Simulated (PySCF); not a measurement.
A PySCF script (with the pyscf-properties extension) for the NMR shieldings of `C1[C@@H](C(=C)C)[C@@H](C[SiH3])[SiH2]1`, C$_{7}$H$_{16}$Si$_{2}$, on a GFN2-xTB geometry:

```python
import basis_set_exchange as bse
import numpy as np
from pyscf import gto, dft
from pyscf.prop import nmr

atoms = """
C     1.305808    1.833955    0.871051
C     1.180675    0.576204    0.470441
C     2.052107    0.028918   -0.622224
C     0.183774   -0.336763    1.118740
C     0.710479   -1.774836    1.357553
Si   -0.391033   -2.480685   -0.030824
C    -1.043521   -0.694148    0.222167
C    -1.387381    0.217885   -0.950077
Si   -2.015228    1.950410   -0.454321
H     2.009374    2.510251    0.413893
H     0.712887    2.240218    1.673133
H     2.454299    0.837009   -1.229462
H     1.507070   -0.659594   -1.262409
H     2.893858   -0.516510   -0.194541
H    -0.141197    0.138847    2.048467
H     0.433512   -2.132545    2.347733
H     1.789223   -1.872207    1.277912
H     0.262927   -2.769076   -1.309090
H    -1.299276   -3.575936    0.310932
H    -1.924030   -0.732257    0.872599
H    -2.167536   -0.281498   -1.531369
H    -0.530449    0.314741   -1.616601
H    -0.965698    2.960564   -0.576013
H    -2.517981    1.919210    0.921783
H    -3.123599    2.321987   -1.341645
"""
names = dict.fromkeys(["C", "Si", "H"], "pcSseg-1")
basis = {el: gto.basis.parse(bse.get_basis(n, elements=[el], fmt="nwchem")) for el, n in names.items()}
mol = gto.M(atom=atoms, basis=basis, charge=0, verbose=0)
mf = dft.RKS(mol, xc="PBE0")
mf.grids.level = 2
mf.grids.alignment = dft.numint.BLKSIZE   # the property module wants whole blocks of grid points
mf.conv_tol = 1e-9
mf.kernel()

calc = nmr.RKS(mf)   # GIAO
C = mf.mo_coeff
Co = C[:, mf.mo_occ > 0]
resp = mf.gen_response(singlet=True, hermi=2)
def vind(x):   # induced exchange potential for any number of trial vectors
    d = np.einsum("pi,xij,qj->xpq", C, 2 * x.reshape(-1, C.shape[1], Co.shape[1]), Co, optimize=True)
    return np.einsum("xpq,pi,qj->xij", resp(d - d.transpose(0, 2, 1)), C, Co, optimize=True).ravel()
mo1, _ = nmr.rhf.solve_mo1(calc, with_cphf=vind)
sigma = calc.kernel(mo1)
for i, s in enumerate(sigma):   # ppm
    print("%2d %-2s %9.2f" % (i, mol.atom_pure_symbol(i), np.trace(s) / 3))
```

Q: What does it print?

A: 
```
 0 C      63.10
 1 C      31.21
 2 C     164.25
 3 C     138.19
 4 C     177.07
 5 Si    377.00
 6 C     153.10
 7 C     176.59
 8 Si    415.95
 9 H      26.47
10 H      26.51
11 H      29.68
12 H      29.78
13 H      29.35
14 H      28.24
15 H      30.04
16 H      30.50
17 H      27.08
18 H      26.93
19 H      29.40
20 H      30.91
21 H      30.87
22 H      27.54
23 H      28.16
24 H      27.89
```

These numbers come from an equivalent density-fitted implementation of the same equations, which agrees with the script to about 0.01 ppm for H and up to a few tenths of a ppm for heavy atoms, so last digits may differ.

Q: Turn these shieldings into chemical shifts. Referencing at the same level of theory: ¹³C (σ = 186.93 ppm), ²⁹Si (σ = 349.16 ppm), ¹H (σ = 31.72 ppm) against TMS.

A: Averaging equivalent atoms: C 1: 155.7; C 0: 123.8; C 3: 48.7; C 6: 33.8; C 2: 22.7; C 7: 10.3; C 4: 9.9; Si 5: -27.8; Si 8: -66.8; H 9: 5.25; H 10: 5.21; H 18: 4.79; H 17: 4.64; H 22/23/24: 3.85; H 14: 3.48; H 19: 2.32; H 11/12/13: 2.12; H 15: 1.67; H 16: 1.22; H 21: 0.85; H 20: 0.80 ppm. 

Size and cost of the density-fitted run: 247 basis functions, 3.7 min wall time on 1 thread of an Intel Xeon, shared host; peak memory 1.1 GiB.
